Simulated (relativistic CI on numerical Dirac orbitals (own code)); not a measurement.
# d7 in a ligand field

Computed with a parametric ligand-field model of a d^n configuration (Racah B and C, spin-orbit zeta, crystal field), exact diagonalisation.

Field parameters in Wybourne normalisation: Oh B⁴₀ = 21Dq, B⁴₄ = √(5/14) B⁴₀. The field is a parameter set, without covalency.

B = 800 cm⁻¹, C = 3310 cm⁻¹ (C/B = 4.14), Oh, no spin-orbit coupling. Tanabe-Sugano data, E/B above the lowest term (Δ = |10Dq|; b, c mark the second and third term of a kind):

| Δ/B | 4T1 | 4T2 | 4A2 | 4T1(b) | 2E | 2T1 | 2T2 | 2T1(b) |
| --- | --- | --- | --- | --- | --- | --- | --- | --- |
| 1.0 | 0.00 | 0.81 | 1.81 | 15.62 | 16.73 | 16.99 | 16.80 | 21.62 |
| 3.0 | 0.00 | 2.49 | 5.49 | 16.97 | 15.90 | 17.58 | 17.38 | 22.01 |
| 5.0 | 0.00 | 4.22 | 9.22 | 18.44 | 14.31 | 17.75 | 17.74 | 22.34 |
| 7.0 | 0.00 | 6.00 | 13.00 | 20.00 | 12.50 | 17.77 | 17.94 | 22.62 |
| 9.0 | 0.00 | 7.82 | 16.82 | 21.63 | 10.62 | 17.72 | 18.05 | 22.85 |
| 11.0 | 0.00 | 9.66 | 20.66 | 23.32 | 8.71 | 17.66 | 18.11 | 23.04 |
| 13.0 | 0.00 | 11.53 | 24.53 | 25.06 | 6.77 | 17.59 | 18.13 | 23.20 |
| 15.0 | 0.00 | 13.42 | 28.42 | 26.83 | 4.82 | 17.52 | 18.14 | 23.33 |
| 17.0 | 0.00 | 15.32 | 32.32 | 28.64 | 2.86 | 17.46 | 18.14 | 23.44 |
| 19.0 | 0.00 | 17.23 | 36.23 | 30.46 | 0.90 | 17.40 | 18.13 | 23.53 |
| 21.0 | 1.07 | 20.23 | 41.23 | 33.38 | 0.00 | 18.42 | 19.19 | 24.68 |
| 23.0 | 3.04 | 24.13 | 47.13 | 37.22 | 0.00 | 20.34 | 21.14 | 26.72 |
| 25.0 | 5.02 | 28.04 | 53.04 | 41.07 | 0.00 | 22.27 | 23.10 | 28.75 |
| 27.0 | 6.99 | 31.97 | 58.97 | 44.94 | 0.00 | 24.21 | 25.07 | 30.78 |
| 29.0 | 8.97 | 35.90 | 64.90 | 48.82 | 0.00 | 26.15 | 27.03 | 32.80 |
| 31.0 | 10.95 | 39.83 | 70.83 | 52.71 | 0.00 | 28.10 | 29.00 | 34.82 |
| 33.0 | 12.93 | 43.77 | 76.77 | 56.61 | 0.00 | 30.05 | 30.97 | 36.84 |
| 35.0 | 14.92 | 47.72 | 82.72 | 60.52 | 0.00 | 32.00 | 32.94 | 38.85 |
| 37.0 | 16.90 | 51.67 | 88.67 | 64.44 | 0.00 | 33.96 | 34.91 | 40.86 |
| 39.0 | 18.89 | 55.62 | 94.62 | 68.36 | 0.00 | 35.92 | 36.88 | 42.87 |
| 41.0 | 20.87 | 59.58 | 100.58 | 72.29 | 0.00 | 37.88 | 38.86 | 44.88 |
| 43.0 | 22.86 | 63.54 | 106.54 | 76.23 | 0.00 | 39.85 | 40.83 | 46.89 |
| 45.0 | 24.85 | 67.51 | 112.51 | 80.16 | 0.00 | 41.82 | 42.81 | 48.90 |
| 47.0 | 26.84 | 71.47 | 118.47 | 84.11 | 0.00 | 43.79 | 44.79 | 50.90 |

The ground term changes from 4T1 to 2E between Δ/B = 19.0 and 21.0.
